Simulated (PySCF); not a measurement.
# SMILES n1(C)c(OC)ccc1C=S, C7H9NOS

Geometry (Å), atoms numbered from 1 in this order:
```xyz
19

C     2.3303   -0.2888    0.1841
O     0.9999   -0.7310    0.3098
C     0.0488    0.1691    0.0899
C     0.1052    1.5214   -0.2632
C    -1.2269    1.9380   -0.3511
C    -2.0663    0.8519   -0.0563
C    -3.4827    0.9152   -0.0535
S    -4.6388   -0.2154    0.2532
N    -1.2340   -0.2353    0.2130
C    -1.5947   -1.5895    0.5761
H     2.5475    0.5248    0.8960
H     2.9715   -1.1491    0.4093
H     2.5369    0.0626   -0.8405
H     1.0012    2.1123   -0.4303
H    -1.5843    2.9343   -0.6055
H    -3.8186    1.9326   -0.3114
H    -1.1524   -2.2990   -0.1378
H    -2.6884   -1.6697    0.5611
H    -1.2181   -1.8254    1.5823
```

Method used: PySCF 2.14.0, quadratic response CAM-B3LYP/aug-cc-pVDZ first hyperpolarisability, Taylor convention, gas phase. Geometry: PBE0-D3(BJ)/def2-SVP.

(1) Give the tensor of the second harmonic β(−2ω;ω,ω) at 1907 nm in the axes of these coordinates.

Results:

(1) In au, Taylor convention; rows are the first index (the induced dipole):
```csv
,xx,yy,zz,xy,xz,yz
x,+2037.8,-53.9,+24.8,-20.7,-20.7,+21.5
y,+0.8,-30.9,-20.9,-48.0,+18.0,-5.2
z,-26.2,-5.5,+15.7,+18.3,+19.4,-22.4
```
Norm of βᵢ = ⅓ Σⱼ (βᵢⱼⱼ + βⱼᵢⱼ + βⱼⱼᵢ): 2010.1 au, hyper-Rayleigh value 839.5 au.
